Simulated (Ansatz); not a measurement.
Ge(F)(Cl)(NH2)2 (ClFGeH4N2), SMILES [F][Ge]([NH2])([Cl])[NH2].

Geometry: TPSSh-D3(BJ)/def2-SVP. Other conformers were not sampled.

Two levels are set side by side: PBE/def2-SVPD (Ansatz, a first-principles code) and PBE0/def2-SVPD (Ansatz). Energy differences of separate SCF runs at the same geometry; the states with an electron removed or added have multiplicity 2 and 2. Differences are taken from unrounded values.

| quantity | PBE0 | PBE | PBE minus PBE0 |
|---|---|---|---|
| vertical ionisation energy (eV) | 10.39 | 9.88 | -0.51 |
| vertical singlet–triplet gap (eV) | 6.05 | 5.36 | -0.69 |
